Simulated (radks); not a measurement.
Results of a calculation; reference values are marked as such.
Charge is removed step by step from the 5p (averaged over the sub-levels emptied) level of Re3+, starting from [Xe] 4f14 5d4. Level of theory: Dirac Kohn-Sham, PBE, spin-unpolarised, spherical densities, point nucleus; open shells are shared between the two j in proportion to 2j + 1 (a radial shooting solver on a logarithmic mesh with Libxc functionals).

| removed (e) | E - E(0) (eV) | eigenvalue (eV) | E minus straight line (eV) |
|---|---|---|---|
| 0 | 0.000 | -77.113 | 0.000 |
| 0.1 | 7.789 | -78.678 | -0.719 |
| 0.2 | 15.736 | -80.253 | -1.281 |
| 0.3 | 23.841 | -81.840 | -1.685 |
| 0.4 | 32.104 | -83.437 | -1.930 |
| 0.5 | 40.528 | -85.044 | -2.014 |
| 0.6 | 49.113 | -86.661 | -1.938 |
| 0.7 | 57.861 | -88.288 | -1.699 |
| 0.8 | 66.771 | -89.924 | -1.297 |
| 0.9 | 75.846 | -91.569 | -0.731 |
| 1 | 85.085 | -93.223 | 0.000 |

Removing the whole electron costs 85.085 eV by Delta-SCF, against 77.113 eV from minus the eigenvalue at the starting occupation. Slater's transition state (half an electron removed) gives 85.044 eV. Integrating minus the eigenvalue over the occupation (Janak's theorem) gives 85.085 eV. The mean slope of the eigenvalue, de/dn, is 16.1 eV per electron.
